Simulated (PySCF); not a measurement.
From computed data to an observable: chemical shift, span and skew from a shielding tensor

HNP, SMILES P#[NH+], charge +1. Atoms are numbered in the order given.

```xyz
3

N      0.0000     0.0000     0.9000
P      0.0000     0.0000    -0.5476
H      0.0000     0.0000     1.9143
```
Charge +1, spin multiplicity 1.

The structure is a stationary point at ωB97X-D3(BJ)/def2-TZVPD. The isomer is the one that the SMILES or the coordinates give; other isomers of the formula were not compared.

GIAO shieldings from PySCF with B3LYP/pcSseg-2, non-relativistic, no solvent. The symmetric part of the tensor of N1 has the principal values -177.9, -177.9, 345.8 ppm. The same nucleus in NH3 has σ = 260.3 ppm at this level (PySCF, at its B3LYP-D3(BJ)/def2-TZVP geometry).

Task: Work out the isotropic shielding, the ¹⁵N shift against NH3, the span and the skew.

Result: 
σ(iso) = (σ11 + σ22 + σ33)/3 = -3.3 ppm. δ = σ(ref) − σ(iso) = 260.3 − (-3.3) = 263.6 ppm.
Span Ω = σ33 − σ11 = 523.7 ppm. Skew κ = 3(σ(iso) − σ22)/Ω = 1.00, an axial tensor. Tumbling in solution averages the tensor to δ; in a static solid the shielding alone would spread this spin-1/2 line over Ω.
